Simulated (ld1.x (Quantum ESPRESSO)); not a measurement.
Rh, ultrasoft: configuration errors across variants

```json
{"Element": "rhodium (Rh)", "Generator": "ld1.x (Quantum ESPRESSO) 7.5", "Type": "ultrasoft", "Functional": "PBEsol", "Relativity": "scalar-relativistic", "Frozen core": "[Ar] 3d10 4s2", "Valence charge": "15", "Reference configuration": "4p6 4d8 5s1 5p0", "Partial waves": "5s (bound): rcut 2.65, rcutus 3.00 bohr; 5s channel at 2.5 Ry: rcut 2.65, rcutus 3.00 bohr; 4p (bound): rcut 1.80, rcutus 1.95 bohr; 5p (bound, empty): rcut 1.80, rcutus 1.95 bohr; 4d (bound): rcut 1.90, rcutus 2.20 bohr; 4d channel at 0.55 Ry: rcut 1.90, rcutus 2.20 bohr", "Local potential": "all-electron potential smoothed inside 2.55 bohr (lloc = -1)", "Core correction": "a·sin(br)/r model core inside 1.10 bohr", "Augmentation charge": "built from norm-conserving waves at rcut, not smoothed further"}
```

All-electron excitation energies from the reference (eV): (1) 4p6 4d8 5s0 5p0 7.462; (2) 4p6 4d7 5s0 5p0 26.971; (3) 4p6 4d6 5s0 5p0 59.464; (4) 4p6 4d7 5s1 5p0 11.142; (5) 4p6 4d8.5 5s0.5 5p0 -0.629.

Tests that are not counted but printed errors over 1 eV. “base”: 4p6 4d5 5s0 5p0 (solver errors, printed error -216 eV); 4p6 4d7 5s1 5p1 (solver errors, printed error -2.5 eV).

3 further variants failed, have other tests or too few solved ones, and are left out.

Errors AE − PS in meV (a dash: test not solved or not reliable):

| change | (1) | (2) | (3) | (4) | (5) | bound ghosts |
| --- | --- | --- | --- | --- | --- | --- |
| base | -10 | -64 | +126 | -87 | -42 | not determined |
| all radii but the core radius scaled by about 0.81 (s 2.44, p 1.58, d 1.78 bohr, rcut 2.16/1.46/1.54); local potential all-electron potential smoothed inside 2.08 bohr (lloc = -1) | -12 | +1.5 | -6.2 | -9.0 | -6.4 | not determined |
| all radii but the core radius scaled by about 0.89 (s 2.68, p 1.74, d 1.96 bohr, rcut 2.36/1.60/1.70); local potential all-electron potential smoothed inside 2.28 bohr (lloc = -1) | -13 | +0.2 | -22 | – | -7.1 | not determined |

(1) Give the same row for: all radii but the core radius scaled by about 1.03 (s 3.10, p 2.02, d 2.28 bohr, rcut 2.74/1.86/1.96); local potential all-electron potential smoothed inside 2.64 bohr (lloc = -1).

Answers

(1) -10, -747, -2184, -543, -39; bound ghosts: not determined. Not counted: 4p6 4d5 5s0 5p0 (solver errors, printed error -1078 eV).
